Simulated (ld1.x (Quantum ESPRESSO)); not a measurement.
# PBEsol TM dataset for phosphorus (P), scalar-relativistic all-electron reference.

ld1.x (Quantum ESPRESSO) 7.5 input, shortened:

```
&input
   title='P', zed=15., rel=1, dft='PBESOL', iswitch=3,
   config='[Ne] 3s1.5 3p3.5'
 /
 &inputp
   pseudotype=2, tm=.true., lloc=1,
   nlcc=.true., new_core_ps=.true.
 /
2
3S  1  0   1.50   0.00  1.40  1.40  0.0
3P  2  1   3.50   0.00  1.20  1.20  0.0
 &test
   configts(1)='3s1.5 3p3.5'
 /
```

All-electron outer shells of the reference configuration (PBEsol, scalar-relativistic, ld1.x):

| shell | level (eV) | outermost node (bohr) | outermost maximum (bohr) |
| --- | --- | --- | --- |
| 2s | -174.35 | 0.14 | 0.42 |
| 2p | -125.10 | – | 0.36 |
| 3s | -14.28 | 0.65 | 1.58 |
| 3p | -5.77 | 0.64 | 1.83 |

Does the generator finish with these settings?

Yes, a potential is produced and its reference levels are reproduced.

Estimate the cutoffs (Ry, on a coarse ladder) from which the occupation-weighted sum of valence levels, in a spherical-Bessel basis at the reference potential, stays within 10 and 1 mRy of its value at 400 Ry.

70 Ry and 110 Ry.

Does the potential have ghost states?

No extra level below or beside the all-electron valence levels (s, p, d, f tested).

Which valence shell sets the plane-wave cutoff?

3p: its level needs 80 Ry to come within 1 mRy, against 45 Ry for 3s.

Tests: 3s2 3p3; 3s2 3p2; 3s2 3p1; 3s2 3p0; 3s1 3p0; 3s0 3p5; 3s1 3p3. Which has the largest error in its energy relative to the reference configuration, and how large is it?

3s1 3p0, with +94 meV (all-electron minus pseudo) on +106.19 eV.
